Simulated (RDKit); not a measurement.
Job for RDKit: MMFF94 on H4OSi (SMILES O[SiH3]).

```python
from rdkit import Chem
from rdkit.Chem import AllChem, rdDetermineBonds

blocks = [
'''6

O    -0.59876268   -0.25367282    2.77268860
Si   -0.28560654    0.22117594    4.30184043
H    -1.46504848   -0.53200895    2.48594503
H    -1.09076451    1.39910459    4.62554414
H     1.13743725    0.50927562    4.23808677
H    -0.60487857   -0.86642430    5.22673706
''',
]
mol = None
for b in blocks:
    f = Chem.MolFromXYZBlock(b)
    rdDetermineBonds.DetermineBonds(f, charge=0)
    mol = f if mol is None else Chem.CombineMols(mol, f)
Chem.SanitizeMol(mol)
print(Chem.MolToSmiles(Chem.RemoveHs(mol)))
ff = AllChem.MMFFGetMoleculeForceField(mol, AllChem.MMFFGetMoleculeProperties(mol), nonBondedThresh=100.0, ignoreInterfragInteractions=False)
e = ff.CalcEnergy()
print(f'MMFF94 energy {e:.6f} kcal/mol')
```

The log:

```
O[SiH3]
MMFF94 energy -16.164577 kcal/mol
```

The run finished.

Cost: about 0.05 core-seconds (a rough figure).
